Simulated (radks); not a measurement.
Values are calculated unless marked as measured or tabulated.
Numerical settings for the krypton ion Kr2+, [Ar] 3d10 4s2 4p4. Level of theory: Dirac Kohn-Sham, PBE, spin-unpolarised, spherical densities, finite nucleus; open shells fill j = l - 1/2 first; Fermi nuclear charge, rms radius 4.1884 fm (a radial shooting solver on a logarithmic mesh with Libxc functionals). The defaults (mesh step 0.008 in ln r, mesh end at 40 bohr or more with all orbitals vanishing there, Anderson mixing 0.5 over 9 steps, residual threshold near 1e-9 with the energy settled to 1e-9 hartree or 1e-11 of itself, here a cap of 85 iterations) give E = -2789.0246 hartree and 4p3/2 at -30.656 eV in 14 iterations. Run on one thread of a shared host, so times are rough (Intel(R) Xeon(R) Platinum 8559C): 0.09 s of CPU time, 0.09 s wall, 14 iterations on 2198 mesh points. Changes against that run (0 stands for a change within the tolerance of the run):

| setting | iterations | converged | E (mhartree) | e(4p3/2) (meV) | CPU (s) |
|---|---|---|---|---|---|
| mesh step in ln r 0.012 | 14 | yes | 0 | 0 | 0.06 |
| mesh step in ln r 0.12 | 2 | no | diverged | - | 0.01 |
| mesh step in ln r 0.08 | 7 | no | diverged | - | 0.02 |
| mesh end (bohr) 1 | 14 | level above zero | +1.22e+05 | +5.67e+05 | 0.06 |
| mesh end (bohr) 12 | 14 | yes | 0 | 0 | 0.09 |
| residual threshold 1e-13 | 40 | yes | 0 | 0 | 0.16 |
| residual threshold 0.01 | 10 | yes | 0 | -0.0158 | 0.08 |
| mixing 1.5 | 15 | yes | 0 | 0 | 0.1 |
| linear mixing, mixing 0.8 | 43 | yes | 0 | 0 | 0.23 |
| linear mixing, mixing 1 | 85 | no | +5.33e+04 | -2.17e+05 | 1.5 |
| mixing history 3 | 17 | yes | 0 | 0 | 0.1 |
| iteration cap 3 | 3 | no | +16.4 | -1.33e+03 | 0.03 |

Settled on a wrong energy, with an occupied level pushed above zero by the early mesh end: mesh end (bohr) 1 (+122 hartree). Apart from these: no run marked as converged misses the energy by more than 1 mhartree. A mesh that ends early acts as a hard wall.
